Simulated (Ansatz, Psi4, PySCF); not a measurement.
iodine monochloride (ClI), singlet, at a GFN2-xTB geometry (core potentials on I). Base run: B3LYP5/def2-SVPD (PySCF).

The PySCF input:
```python
from pyscf import gto, scf, dft

mol = gto.M(
    atom='''
Cl   -0.000000   -0.000000   -1.746255
I     0.000000    0.000000    0.560119
''',
    basis='def2-svpd',
    ecp={'I': 'def2-svpd'},
    charge=0,
    spin=0,
    verbose=4,
)

mf = dft.RKS(mol)
mf.xc = 'b3lyp5'
mf.kernel()
```

The same geometry, method and basis name were run in Ansatz (a quantum-chemistry and plane-wave program) and Psi4 and PySCF, at each program's defaults and at the settings that a row names. The base is PySCF at its defaults. Differences at the defaults can come from grids, fitting, cores and function types together.

```csv
code and settings,ΔE vs base (mEh),basis functions,E (Eh),SCF cycles,dipole (D)
"PySCF, defaults (exact integrals, its default grid, spherical functions)",0.000,62,-757.70178,12,1.16
"Psi4, defaults (density fitting with its default set, its default grid, spherical functions)",-0.005,62,-757.70179,9,1.16
"Ansatz, defaults (factorised integrals, its default grid, spherical functions)",0.000,62,-757.70178,-,-
"PySCF, density fitting with def2-universal-jkfit",-0.005,62,-757.70179,12,1.16
"PySCF, fine grid",0.000,62,-757.70178,12,1.16
"Psi4, exact integrals, spherical functions, fine grid",-0.002,62,-757.70178,10,1.16
"Ansatz, high accuracy",0.000,62,-757.70178,-,-
```
